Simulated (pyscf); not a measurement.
Single points on ωB97X-D3(BJ)/def2-SVP structures (PySCF, gas phase). Correlated levels are frozen-core, on RHF or UHF. ΔMP2 is the change of the MP2 total energy from the triple- to the quadruple-zeta basis. Singlets are restricted, triplets unrestricted.

Singlet (Å):
```xyz
3

C      0.6853     0.0484    -0.0920
Br    -0.0237    -0.4117    -1.7312
H      0.2738     1.0783     0.0471
```

Triplet (Å):
```xyz
3

C      0.5737     1.0028     0.2444
Br     1.6411     0.7144    -1.1843
H     -0.1275     0.3009     0.7107
```

### Question
For these two minima of :HC–Br, which spin state lies lower at CCSD(T)/def2-TZVPP + ΔMP2(QZVPP), and by how much (electronic energies)?

### Answer
The singlet, by 0.25 eV. r²SCAN, PBE0-D3(BJ) put the other state lower. Zero-point energy shifts E(triplet) − E(singlet) by 0.00 eV. 

E(triplet) − E(singlet) by level (eV):

| level | gap |
|---|---|
| ωB97X-D3(BJ)/def2-TZVP | +0.17 |
| PBE/def2-TZVP | +0.10 |
| r²SCAN/def2-TZVP | -0.19 |
| B3LYP-D3(BJ)/def2-TZVP | +0.14 |
| PBE0-D3(BJ)/def2-TZVP | -0.06 |
| M06-2X/def2-TZVP | +0.09 |
| ωB97M-D3(BJ)/def2-TZVP | +0.26 |
| HF/def2-TZVP | -0.74 |
| MP2/def2-QZVPP | +0.12 |
| CCSD/def2-TZVPP | +0.10 |
| CCSD(T)/def2-TZVPP | +0.20 |
| CCSD(T)/def2-TZVPP + ΔMP2(QZVPP) | +0.25 |

The triplet is the lowest one reached from the SCF start used. A restricted singlet here is unstable towards spin polarisation, as is usual where a triplet lies low; its energy is less safe. The CCSD(T) − MP2 part came from Ansatz, without density fitting, on the same reference. The frozen core leaves the outer d or s,p core shells of the metals and heavy elements correlated in the MP2 and CC values, and def2-TZVPP describes them poorly, which can shift differences by a few kcal/mol. Elements up to Kr have no core potential and no relativistic terms here.
